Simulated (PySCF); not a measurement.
Ca(F)2 cation (CaF2), SMILES [F][Ca][F] (connectivity only; charge and spin as stated), charge +1, multiplicity 2.

Coordinates come from a TPSSh-D3(BJ)/def2-TZVP optimisation. The multiplicity is an assumed one; other spin states were not compared. The isomer is the one that the SMILES or the coordinates give; other isomers of the formula were not compared.

Two levels are set side by side: PBE/def2-TZVPD (PySCF) and CAM-B3LYP/def2-TZVPD (PySCF). Same geometry, gas phase. Differences are taken from unrounded values.

| quantity | CAM-B3LYP | PBE | PBE minus CAM-B3LYP |
|---|---|---|---|
| α-spin orbital gap (eV) | 11.46 | 6.54 | -4.91 |
| β-spin orbital gap (eV) | 7.91 | 1.69 | -6.22 |
| mean polarisability (bohr³) | 23.1 | 21.5 | -1.6 |

Rough cost on one machine, each run with all the roots and properties that it gave: CAM-B3LYP against PBE within a factor of 2.
